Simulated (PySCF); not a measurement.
BiF⁺ from Hartree–Fock to correlated methods

State: ²Π (doublet), unpaired electrons π ↑. Set-up: Bi cc-pVDZ-PP with ECP60, F cc-pVDZ; scalar-relativistic core potentials (PySCF 2.14). De refers to Bi⁺ + F in their high-spin ground configurations, without counterpoise correction. The functionals are run spin-unrestricted. A positive dipole points towards F; it is taken about the centre of mass and depends on that origin.

```
      Level  Re (Å)  ωe (cm⁻¹)  De (eV)  μ (D)
        UHF   1.968        690      n/a  -4.02
    UHF-MP2   1.988        658      n/a    n/a
UHF-SCS-MP2   1.990        653      n/a    n/a
   UHF-CCSD   1.988        658      n/a    n/a
UHF-CCSD(T)   1.997        643      n/a    n/a
        PBE   2.012        622      n/a  -2.80
     r²SCAN   1.994        646      n/a  -3.03
      TPSSh   1.996        645      n/a  -3.04
       PBE0   1.986        658      n/a  -3.21
    r²SCAN0   1.978        671      n/a  -3.33
       MN15   1.979        671      n/a  -3.26
    LC-ωPBE   1.973        682      n/a  -3.26
```

Question: What does second-order correlation do here, going from UHF to UHF-MP2?

Answer: UHF-MP2 less UHF: +2.0 pm in Re, -4.6 % in ωe. Correlation nearly always deepens the well. The bond lengthens, as in strong covalent bonds, where excitations into antibonding orbitals dominate.

Question: What does the triples do here, going from UHF-CCSD to UHF-CCSD(T)?

Answer: UHF-CCSD(T) less UHF-CCSD: +0.9 pm in Re, -2.3 % in ωe. Correlation nearly always deepens the well. The bond lengthens, as in strong covalent bonds, where excitations into antibonding orbitals dominate.

Question: What does all correlation do here, going from UHF to UHF-CCSD(T)?

Answer: UHF-CCSD(T) less UHF: +2.9 pm in Re, -6.8 % in ωe. Correlation nearly always deepens the well. The bond lengthens, as in strong covalent bonds, where excitations into antibonding orbitals dominate.

Correlated steps freeze 5 core orbitals. Spin–orbit coupling is left out, which matters for elements this heavy, above all for dissociation energies. The state was picked by a PBE0 search and need not be the measured ground state.
